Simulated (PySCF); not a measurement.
Computed shifts of a molecule C₃H₇AlO, PBE/pcSseg-1 in PySCF, GIAO, gas phase, atoms alike by connectivity averaged where their shifts nearly agree, in ppm (number of nuclei): ¹³C: 150.2 (1), 149.2 (1), -12.9 (1). ¹H: 6.87 (1), 6.57 (1), 6.43 (1), 3.07 (1), -0.03 (3). References: ¹³C against TMS (σ = 182.0 ppm); ¹H against TMS (σ = 31.49 ppm); ¹⁷O against H2O (σ = 334.3 ppm), references at their B3LYP-D3(BJ)/def2-TZVP geometries, non-relativistic. The structure is a stationary point at PBE0-D3(BJ)/def2-SVP. Other conformers were not sampled.

Which molecule gave these data?
A. C=[CH][Al]([CH3])[OH]
B. C=C[CH2][AlH][OH]
C. C=[CH][AlH][O]C

A, C=[CH][Al]([CH3])[OH]
